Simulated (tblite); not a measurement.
Species: C4H11O3PSi2.
Cartesian coordinates in Å at the GFN2-xTB level; atoms count from 1:
```
atom  x, y, z in Å
C1    -2.1470    0.6076   -1.5811
Si2   -1.3456   -0.1436   -0.0209
P3    -2.6658   -1.3671    1.3185
C4     0.2732   -1.0893   -0.4346
C5     1.3488   -0.0262   -0.3265
O6     2.6621   -0.6201   -0.2078
C7     3.4718   -0.0100    0.5897
O8     3.2248    0.9782    1.2419
Si9    0.9196    1.1640    1.1260
O10   -0.7232    1.0584    0.8835
H11   -2.5728   -0.1668   -2.2111
H12   -2.9472    1.2878   -1.3062
H13   -1.4264    1.1664   -2.1704
H14   -3.1865   -2.1247    0.2835
H15   -3.7146   -0.4680    1.2673
H16    0.2868   -1.5786   -1.4072
H17    0.4538   -1.8566    0.3194
H18    1.3758    0.5449   -1.2623
H19    4.4563   -0.5005    0.6153
H20    1.1838    2.5569    0.8223
H21    1.0634    0.6044    2.4600
```

Method: GFN2-xTB as coded in tblite; computed harmonic values from a numerical Hessian at the method's own geometry, unscaled. The method is semi-empirical: single wavenumbers can be off by several per cent or more. Modes of hydrogen on phosphorus and silicon can be 10 to 20 % off. One conformer, not necessarily the lowest.

Harmonic wavenumbers (cm⁻¹): 42.5, 63.8, 69.9, 79.7, 117.0, 120.8, 148.6, 166.7, 184.5, 229.7, 289.1, 300.7, 324.2, 391.0, 444.5, 502.3, 520.7, 638.3, 663.7, 676.6, 681.0, 699.9, 725.9, 739.7, 748.6, 794.0, 797.3, 807.0, 817.1, 823.5, 938.1, 939.7, 973.5, 1046.4, 1100.5, 1141.9, 1193.8, 1213.0, 1252.8, 1307.1, 1336.8, 1356.0, 1466.4, 1473.5, 1482.4, 1710.2, 2300.6, 2346.7, 2383.6, 2384.3, 2867.3, 2898.9, 2978.1, 2995.7, 3039.4, 3044.8, 3048.2.

A = 1670, B = 483.6, C = 478.1 MHz; mass 193.998 u (most abundant isotopes); point group C1, symmetry number 1.

Q: Zero-point energy?

A: ½Σν̃ = 31914 cm⁻¹ = 91.25 kcal/mol.

Q: Entropy at 273.15 K, 1 bar (ideal gas, RRHO, classical rotation)?

A: Translation 41.28, rotation 30.84, vibration 41.01: S = 113.1 cal/(mol K).

Q: And Cp and H(273.15 K) − H(0)?

A: Cp = 47.66 cal/(mol K), of which vibrations give 39.71 (their classical limit is 57 R = 113.3); H(273.15 K) − H(0) = 7.95 kcal/mol without the zero-point energy, 5.78 from vibrations.

Q: What must be added to the electronic energy to get the Gibbs energy at 273.15 K and 1 bar?

A: ZPE + [H(273.15 K) − H(0)] − T·S = 91.25 + 7.95 − 30.90 = 68.30 kcal/mol.

Q: Which modes carry the vibrational entropy at 273.15 K?

A: 42.5 cm⁻¹: 4.97; 63.8 cm⁻¹: 4.16; 69.9 cm⁻¹: 3.98; 79.7 cm⁻¹: 3.73; 117.0 cm⁻¹: 2.98; 120.8 cm⁻¹: 2.92 cal/(mol K); the other 51 give 18.27 together.

Hindered rotation and anharmonicity are outside this model. Other conformers, if any are populated, would add a mixing term that is left out. The structure is chiral; the term R ln 2 for an equal mix with its mirror image is left out.
